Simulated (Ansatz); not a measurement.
Two structures of BH5O3, closed shell, reached by relaxing down either side of one saddle point (PBE0-D4/def2-TZVP). Energies are electronic, without zero-point energy. Program: Ansatz 0.2.0. Basis: def2-TZVPP and def2-QZVPP. Cores are frozen in the correlated methods. Extrapolation: Hartree–Fock as exp(−7.88 √X), correlation as X^−2.97. First:

B1  (-0.454, 0.221, -0.609)
O2  (0.587, 0.981, -0.151)
O3  (-0.743, -0.972, -0.011)
O4  (-1.203, 0.659, -1.664)
H5  (1.599, -0.474, 1.917)
H6  (1.574, -1.086, 2.346)
H7  (0.688, 1.794, -0.651)
H8  (-0.146, -1.167, 0.715)
H9  (-1.901, 0.043, -1.893)
(Å)

Second:

B1  (-0.556, -0.942, 0.197)
O2  (1.934, 1.952, -0.215)
O3  (-1.505, -1.770, -0.310)
O4  (-0.516, 0.347, -0.236)
H5  (1.933, 2.385, 0.641)
H6  (0.247, -1.289, 1.012)
H7  (1.117, 1.438, -0.234)
H8  (-1.466, -2.660, 0.043)
H9  (-1.189, 0.540, -0.898)
(Å)

**Question.** Which bonds change from the first to the second?

**Answer.** BH₃O₃ ([OH][B]([OH])[OH]) + H₂ → BH₃O₂ ([OH][BH][OH]) + H₂O; bonds formed: B1–H6, O2–H5; bonds broken: B1–O2, H5–H6.

**Question.** Give the saddle point's structure and its height above each. (Judge from chemistry; the value comes from the calculation.)

**Answer.** The calculation gives: 57.57 kcal/mol above the first and 37.24 kcal/mol above the second (CCSD(T) at an estimated basis limit (MP2 extrapolated from triple and quadruple zeta, plus CCSD(T) − MP2 in triple zeta)).
```tsv
atom	x (Å)	y (Å)	z (Å)
B1	-0.1982	-0.1021	0.0326
O2	1.2373	0.4933	-0.3004
O3	-0.4465	-1.3684	-0.4624
O4	-1.1617	0.8781	-0.1490
H5	0.9786	0.3165	0.8559
H6	0.1813	-0.1537	1.3950
H7	1.1171	1.4152	-0.5621
H8	0.2856	-1.9787	-0.3696
H9	-1.9934	0.4998	-0.4400
```

No T1 diagnostic of these runs exceeds 0.013.

Labels in which every atom is bracketed show which atoms are joined, not bond orders.

For scale, one of the runs: CCSD(T)/def2-TZVPP, 194 basis functions (an equivalent command: `ansatz run in.yaml --threads 4`). Hardware: 4 CPU threads, shared host. Wall time 43 s; peak host memory 2.4 GiB.
